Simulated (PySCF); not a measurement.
C₂H₆BO₂, SMILES CO[B]OC (connectivity only; charge and spin as stated), charge +1, multiplicity 1.

Geometry: PBE-D3(BJ)/def2-SVP. The spin state was assumed, not searched. The isomer is the one that the SMILES or the coordinates give; other isomers of the formula were not compared. Other conformers were not sampled.

Calculation: PBE-D3(BJ)/def2-SVP (PySCF).

Harmonic, unscaled wavenumbers; measured fundamentals usually lie a few per cent lower.

```tsv
mode	ν (cm⁻¹)	IR (km/mol)	moving atoms (share of kinetic energy)
1	14	0.2	H 99 %
2	19	5.4	H 52 %, O 29 %, C 17 %
3	65	9.8	C 36 %, O 31 %, H 26 %
4	86	14.9	O 61 %, C 18 %, H 17 %
5	95	0.1	O 69 %, H 15 %, C 15 %
6	415	65.6	B 79 %, O 21 %
7	424	55.0	B 77 %, O 19 %
8	612	12.6	C 67 %, O 20 %, H 12 %
9	900	195.3	C 56 %, O 29 %, B 12 %
10	1122	0.0	H 80 %, C 17 %
11	1127	0.0	H 79 %, C 17 %
12	1138	0.0	H 79 %, C 17 %
13	1139	14.9	H 79 %, C 17 %
14	1317	6.3	O 58 %, H 21 %, C 21 %
15	1396	69.7	H 90 %
16	1403	21.4	H 97 %
17	1406	8.0	H 96 %
18	1415	25.6	H 97 %
19	1415	12.7	H 97 %
20	1450	1.2	H 68 %, O 31 %
21	2158	1347.5	B 71 %, O 28 %
22	3014	0.4	H 98 %
23	3014	4.8	H 98 %
24	3140	0.8	H 90 %, C 10 %
25	3140	1.4	H 90 %, C 10 %
26	3149	2.0	H 90 %, C 10 %
27	3149	3.1	H 90 %, C 10 %
```
